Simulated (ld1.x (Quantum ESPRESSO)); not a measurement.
technetium ultrasoft: all-electron and pseudo phase curves

| Property | Result |
| --- | --- |
| Element | Tc |
| Generator | ld1.x (Quantum ESPRESSO) 7.5 |
| Type | ultrasoft |
| Functional | PBEsol |
| Relativity | fully relativistic |
| Frozen core | [Ar] 3d10 |
| Valence charge | 15 |
| Reference configuration | 4s2 4p6 4d5 5s1.5 5p0.5 |
| Partial waves | 4s (bound): rcut 1.50, rcutus 1.95 bohr; 5s (bound): rcut 1.50, rcutus 1.95 bohr; 4p (bound): rcut 1.55, rcutus 1.85 bohr; 5p (bound): rcut 1.55, rcutus 1.85 bohr; 4d (bound): rcut 1.90, rcutus 2.50 bohr; 4d channel at 2.1 Ry: rcut 1.90, rcutus 2.50 bohr |
| Local potential | all-electron potential smoothed inside 1.70 bohr (lloc = -2) |
| Core correction | none |
| Augmentation charge | built from norm-conserving waves at rcut, not smoothed further |

Open shells are filled in proportion to 2j + 1 (rel_dist='average').

The phase is arctan(r·u′/u) with u = r·R(r), unwrapped; energies in Ry, scanned from -7 to 5 Ry. A pole is an energy at which the radial function vanishes at the test radius. The pseudo phase is shifted by a multiple of π to meet the all-electron one at the reference energy, and phase errors are pseudo minus all-electron; the curves can meet again beyond the range given. Levels narrower than the energy grid can be missing from the lists of poles.

Question: For each channel, where are the poles, and over which energies does the pseudopotential scatter like the atom?

Answer:

```json
{"channel": "s", "radius (bohr)": "2.71", "reference energy (Ry)": "-0.41", "poles, all-electron": "-5.42, 1.95", "poles, pseudo": "-6.50, 2.18, 3.03", "unbroken range about the reference energy with phases within 0.05 rad": "not even at the reference energy", "phase error 1 Ry above the reference energy (rad)": "-0.088"}
{"channel": "p1/2", "radius (bohr)": "2.71", "reference energy (Ry)": "-0.14", "poles, all-electron": "-3.49, 3.02", "poles, pseudo": "-4.56, -0.97, 4.14", "unbroken range about the reference energy with phases within 0.05 rad": "not even at the reference energy", "phase error 1 Ry above the reference energy (rad)": "-0.169"}
{"channel": "p3/2", "radius (bohr)": "2.71", "reference energy (Ry)": "-0.13", "poles, all-electron": "-3.26, 3.19", "poles, pseudo": "-4.33, -1.17, 4.31", "unbroken range about the reference energy with phases within 0.05 rad": "not even at the reference energy", "phase error 1 Ry above the reference energy (rad)": "-0.201"}
{"channel": "d3/2", "radius (bohr)": "2.71", "reference energy (Ry)": "-0.56", "poles, all-electron": "-0.22", "poles, pseudo": "-1.25, 2.15", "unbroken range about the reference energy with phases within 0.05 rad": "not even at the reference energy", "phase error 1 Ry above the reference energy (rad)": "-0.088"}
{"channel": "d5/2", "radius (bohr)": "2.71", "reference energy (Ry)": "-0.53", "poles, all-electron": "-0.19", "poles, pseudo": "-1.21, 2.10", "unbroken range about the reference energy with phases within 0.05 rad": "not even at the reference energy", "phase error 1 Ry above the reference energy (rad)": "-0.089"}
```

A Bessel basis up to 400 Ry misses an occupied level by 2.45 Ry, so cutoffs and ghosts were not judged. The potential misses its own reference levels by up to 14.6 eV, so it is not fit for use.

Phases in the d3/2 channel:

| E (Ry) | all-electron | pseudo |
| --- | --- | --- |
| -7.00 | 1.430 | 1.421 |
| -6.48 | 1.424 | 1.414 |
| -5.96 | 1.417 | 1.406 |
| -5.44 | 1.410 | 1.397 |
| -4.92 | 1.401 | 1.385 |
| -4.40 | 1.391 | 1.371 |
| -3.88 | 1.378 | 1.352 |
| -3.36 | 1.362 | 1.325 |
| -2.84 | 1.341 | 1.280 |
| -2.32 | 1.310 | 1.171 |
| -1.80 | 1.258 | 0.212 |
| -1.28 | 1.137 | -1.554 |
| -0.76 | 0.204 | -1.709 |
| -0.24 | -1.558 | -1.784 |
| 0.28 | -1.752 | -1.854 |
| 0.80 | -1.877 | -1.946 |
| 1.32 | -2.059 | -2.114 |
| 1.84 | -2.503 | -2.881 |
| 2.36 | -3.604 | -5.110 |
| 2.88 | -4.253 | -5.891 |
| 3.40 | -4.474 | -6.812 |
| 3.92 | -4.579 | -7.278 |
| 4.44 | -4.643 | -7.481 |
| 4.96 | -4.689 | -7.589 |
